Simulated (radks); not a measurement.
Spin polarisation of the 4d4 shell in the technetium ion Tc3+. Start: [Kr] 4d(up 2, down 2); electrons of 4d are moved from spin down to spin up, other shells keep equal spins. Calculated with a radial shooting solver on a logarithmic mesh with Libxc functionals: scalar-relativistic Kohn-Sham, PBE, spin-polarised, spherical densities, point nucleus.

moment (Bohr magnetons)	E - E(0) (eV)	e(4d up) (eV)	e(4d down) (eV)	4p down minus up (eV)
0	0.000	-35.154	-35.154	0.000
1	-0.205	-35.542	-34.721	0.794
2	-0.822	-35.888	-34.239	1.594
3	-1.855	-36.192	-33.704	2.405
4	-3.315	-36.457	-33.090	3.233

At moment 4 the spin-polarisation energy is -3.315 eV and the 4d exchange splitting 3.367 eV, that is 0.842 eV per Bohr magneton; E = -I m^2/4 would give I = 0.829 eV.
